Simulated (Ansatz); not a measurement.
Problem. Name a neutral molecule of C and H with LUMO energy (PBE/def2-TZVPP) between -1.15 and -0.85 eV and size of the dipole moment (B3LYP/def2-TZVPP) between 0.10 and 0.40 D (Ansatz, PBE0-D4/def2-TZVP geometry).

Solution. `CCc1ccccc1` (-1.05 eV, 0.38 D); `CC(C)Cc1ccccc1` (-1.08 eV, 0.33 D). Other molecules can fit too; these were computed, each in one conformer that needn't be the lowest.

B3LYP here is the variant with VWN-RPA as its local correlation; programs differ in this.
